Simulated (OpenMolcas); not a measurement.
**Ionisation energies of chlorine**

```yaml
Program: OpenMolcas 26.06
Basis: ANO-R2 [5s4p3d1f]
Scalar_Hamiltonian: X2C, finite nucleus
Spin-orbit_coupling: state interaction with AMFI integrals over the reference wave functions, term energies averaged over their components
```

Active shells in each charge state: the valence s, p shells, with orbitals averaged over the low states. Where CASPT2's correlated closed shells are named, they are those of the first ion.

A. CASSCF
B. SS-CASPT2, IPEA 0.25 Eh, imaginary shift 0.1 Eh (closed shells correlated: 2s 2p)
C. SS-CASPT2, IPEA 0 Eh, imaginary shift 0.1 Eh (closed shells correlated: 2s 2p)

Energies in eV between the lowest computed levels (charge -1 gives the electron affinity), named as in B; reference values from the NIST Atomic Spectra Database with their kind.

```
                From                    To        A        B        C  Spin-orbit share in B                Reference
     Cl- 3s2 3p6 1S0    Cl 3s2 3p5 2P* 3/2    2.153    2.999    2.865                 -0.034                         
  Cl 3s2 3p5 2P* 3/2       Cl+ 3s2 3p4 3P2   11.766   12.663   12.556                 -0.007        12.968 (measured)
     Cl+ 3s2 3p4 3P2  Cl2+ 3s2 3p3 4S* 3/2   22.419   23.424   23.343                 +0.041        23.814 (measured)
Cl2+ 3s2 3p3 4S* 3/2      Cl3+ 3s2 3p2 3P0   38.627   39.519   39.623                 -0.100  39.800 (semi-empirical)
    Cl3+ 3s2 3p2 3P0   Cl4+ 3s2 3p 2P* 1/2   52.054   52.985   53.092                 -0.013  53.240 (semi-empirical)
 Cl4+ 3s2 3p 2P* 1/2          Cl5+ 3s2 1S0   66.308   67.325   67.430                 +0.113  67.680 (semi-empirical)
        Cl5+ 3s2 1S0        Cl6+ 3s 2S 1/2   96.311   96.537   96.539                 +0.000  96.940 (semi-empirical)
      Cl6+ 3s 2S 1/2          Cl7+ 2p6 1S0  113.630  113.902  113.906                 +0.000       114.201 (measured)
```

Error against the reference values, in %:

```csv
From,Reference,A,B,C
Cl,measured,-9.3,-2.4,-3.2
Cl+,measured,-5.9,-1.6,-2.0
Cl2+,semi-empirical,-2.9,-0.7,-0.4
Cl3+,semi-empirical,-2.2,-0.5,-0.3
Cl4+,semi-empirical,-2.0,-0.5,-0.4
Cl5+,semi-empirical,-0.6,-0.4,-0.4
Cl6+,measured,-0.5,-0.3,-0.3
```

Mean absolute error over the 3 measured values: A 1.06 eV, B 0.33 eV, C 0.39 eV. B lies closest.

No diffuse functions were added, so the electron affinity comes out too small, and without dynamic correlation a bound anion can come out unbound.

* marks odd parity.
